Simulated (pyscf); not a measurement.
**digermane (H₃Ge–GeH₃), singlet**

Gas-phase minimum from PySCF at ωB97X-D3(BJ)/def2-SVP, one conformer. 

SMILES: [GeH3][GeH3]
```xyz
8

Ge    -1.3908     0.4229    -0.3220
Ge    -0.1562    -1.5919     0.1179
H     -2.8941     0.1174    -0.4181
H     -0.9322     1.0512    -1.6476
H     -1.1686     1.4422     0.8068
H     -0.5775    -2.1918     1.4688
H      1.3513    -1.2953     0.1617
H     -0.4199    -2.6307    -0.9837
```

Bonds (Å): Ge1–Ge2 2.404, Ge1–H3 1.537, Ge1–H4 1.537, Ge1–H5 1.537, Ge2–H6 1.537, Ge2–H7 1.537, Ge2–H8 1.537. Angles (°): Ge2–Ge1–H3 110.3, Ge2–Ge1–H4 110.3, Ge2–Ge1–H5 110.3, H3–Ge1–H4 108.6, H3–Ge1–H5 108.6, H4–Ge1–H5 108.6, Ge1–Ge2–H6 110.3, Ge1–Ge2–H7 110.3, Ge1–Ge2–H8 110.3, H6–Ge2–H7 108.6, H6–Ge2–H8 108.6, H7–Ge2–H8 108.6.

Properties at ωB97X-D3(BJ)/def2-SVP:

```json
{
 "harmonic_wavenumbers_unscaled": "108, 287, 368, 368, 578, 578, 785, 863, 906, 906, 911, 911, 2178, 2180, 2180, 2187, 2188, 2188 cm⁻¹",
 "zero_point_energy": "29.5 kcal/mol",
 "rotational_symmetry_number": "6",
 "Entropy of this conformer at 298 K and 1 atm, rigid rotor and harmonic oscillator, modes under 100 cm⁻¹ raised to 100": "298.0 J/(mol K)",
 "dipole_moment": "0.00 D"
}
```

Single-point totals, which compare only within one level (frozen core for MP2 and CC):

```tsv
level	total energy (hartree)
ωB97X-D3(BJ)/def2-TZVP	-4157.53165
PBE/def2-TZVP	-4156.95420
r²SCAN/def2-TZVP	-4157.58103
B3LYP-D3(BJ)/def2-TZVP	-4157.71455
PBE0-D3(BJ)/def2-TZVP	-4157.07693
M06-2X/def2-TZVP	-4157.58685
ωB97M-D3(BJ)/def2-TZVP	-4157.63901
HF/def2-TZVPP	-4154.21892
MP2/def2-TZVPP	-4154.75664
CCSD/def2-TZVPP	-4154.78540
CCSD(T)/def2-TZVPP	-4154.80388
```

Soft torsions are taken as harmonic, which can shift the entropy by several J/(mol K). The CCSD(T) − MP2 part came from Ansatz, without density fitting, on the same reference. The frozen core leaves the outer d or s,p core shells of the metals and heavy elements correlated in the MP2 and CC values, and def2-TZVPP describes them poorly, so these totals are far from the basis limit. Elements up to Kr have no core potential and no relativistic terms here.
